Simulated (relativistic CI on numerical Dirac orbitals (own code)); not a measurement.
Computed by Dirac-Coulomb-Breit CI, KLI orbitals optimised for each configuration, a model potential for QED, unscaled Slater integrals (own radial code, finite nucleus).

The strongest absorption lines from the ground level of an ion, among the configurations computed and to levels below about 2260 eV (vacuum wavelength in Å, gf): 6.0871 (0.42), 6.2321 (0.66), 6.2469 (0.59), 6.2470 (1.6), 6.2574 (3.4), 6.2717 (0.74), 6.4196 (2.8), 6.4513 (0.82).

(1) Which ion is it?
A. Kr XXIX
B. Kr XXXI
C. Ge XXV
D. Se XXVII

Results:

(1) A. Kr XXIX has 8 electrons and the ground level 2s2 2p4 3P_2; the strongest line goes to 2s2 2p3 3d 3D°_3. The pattern of lines fixes the number of electrons, and along that sequence the line energies rise steadily with the charge (about as its square where n changes within one kind of shell, about linearly where n is kept but much faster in heavy ions where fine structure, which grows about as Z⁴, sets the gap, and irregularly where shells cross), which fixes Z. Configurations outside the model, such as inner-shell arrays, can give stronger lines. At this charge energies of transitions that change n are usually good to better than 1 %, and those within a shell (Δn = 0) to a few per cent.

LS names give the leading component of a level, which can be under half, so a name can repeat, a term be missing and a line seem to break the LS rules.
